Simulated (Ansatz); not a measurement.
C₃H₁₀B₂ (`CBCBC`), charge 0, multiplicity 1.

Question: Give a relaxed structure at PBE0-D4/def2-TZVP (Ansatz). (Estimate.)

Answer: Computed: 
Z-matrix (Å, degrees):
```
C
B 1 1.558
H 1 1.092 2 115.3
H 1 1.099 2 108.2 3 121.2
H 1 1.096 2 111.0 3 -124.7
C 2 1.562 1 123.1 3 -4.7
H 2 1.203 1 118.2 3 174.2
B 6 1.562 2 105.9 1 82.8
H 6 1.092 2 111.8 1 -155.8
H 6 1.097 2 107.7 1 -32.2
C 8 1.557 6 123.5 2 102.1
H 8 1.203 6 118.2 2 -77.4
H 11 1.092 8 115.2 6 -9.0
H 11 1.100 8 107.4 6 111.0
H 11 1.095 8 111.9 6 -134.8
```
This is one stationary point; other conformers may exist.
